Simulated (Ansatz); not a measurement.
`[OH][Al-]1([F])[O]C(C(F)(F)F)=CC(C(F)(F)F)=[O+]1` + HCl → `[OH][Al-]1([Cl])[O]C(C(F)(F)F)=CC(C(F)(F)F)=[O+]1` + H–F  (ligand exchange at the Al–F bond)

Program: Ansatz. Geometries: PBE0-D4/def2-TZVP. ΔE: electronic, gas phase. CCSD(T)/CBS adds triple-zeta CCSD(T) − MP2 to the extrapolated MP2 energy (def2 sets, frozen cores). This one scheme is used for every species. Each species was taken in one conformer, which may not be the lowest.

`[OH][Al-]1([F])[O]C(C(F)(F)F)=CC(C(F)(F)F)=[O+]1`:

Cartesian coordinates in Å:
```
O -0.640 -3.071 -0.967
Al -1.223 -1.793 -0.036
F -2.635 -1.870 0.808
O 0.093 -1.208 1.087
C 0.705 -0.109 1.023
C 1.774 0.064 2.110
F 2.394 1.238 2.011
F 1.210 -0.012 3.310
F 2.682 -0.899 2.005
C 0.493 0.899 0.093
C -0.481 0.738 -0.883
C -0.727 1.851 -1.910
F 0.081 2.890 -1.716
F -1.983 2.275 -1.820
F -0.523 1.384 -3.137
O -1.228 -0.265 -1.036
H -1.071 -3.915 -1.074
H 1.078 1.803 0.130
```

HCl:

Z-matrix (Å, degrees):
```
Cl
H 1 1.279
```

`[OH][Al-]1([Cl])[O]C(C(F)(F)F)=CC(C(F)(F)F)=[O+]1`:

Cartesian coordinates in Å:
```
O -0.871 -2.383 -2.385
Al -0.973 -1.818 -0.805
Cl -2.116 -2.901 0.570
O 0.669 -1.500 -0.052
C 1.052 -0.430 0.492
C 2.449 -0.524 1.121
F 2.478 -1.504 2.014
F 2.795 0.610 1.726
F 3.345 -0.783 0.173
C 0.350 0.767 0.538
C -0.882 0.864 -0.095
C -1.627 2.206 -0.118
F -2.839 2.058 0.401
F -1.748 2.625 -1.374
F -0.983 3.140 0.576
O -1.483 -0.059 -0.706
H -0.390 -1.991 -3.109
H 0.774 1.624 1.034
```

H–F:

Cartesian coordinates in Å:
```
F -0.359 0.163 -0.237
H 0.359 -0.163 0.237
```

```csv
species,CCSD(T)/CBS(def2) energy (Eh)
`[OH][Al-]1([F])[O]C(C(F)(F)F)=CC(C(F)(F)F)=[O+]1`,-1357.77582
HCl,-460.38127
`[OH][Al-]1([Cl])[O]C(C(F)(F)F)=CC(C(F)(F)F)=[O+]1`,-1717.75084
H–F,-100.39570
```

**Question.** Work out ΔE.

**Answer.** ΔE = (-1717.75084) + (-100.39570) − (-1357.77582) − (-460.38127) = 0.01055 Eh = +6.6 kcal/mol.

Largest T1 diagnostic among the species: 0.015.

From PBE to PBE0 (25 % exact exchange), in def2-TZVPP and without D4, ΔE moves by −0.8 kcal/mol. The D4 term adds −1.7 kcal/mol with B3LYP and −1.0 kcal/mol with PBE0; it sums over pairs of atoms, weighted by their polarisabilities, and B3LYP, whose exchange is more repulsive, gets the larger term.

B3LYP here is the variant with VWN-RPA as its local correlation; programs differ in this.
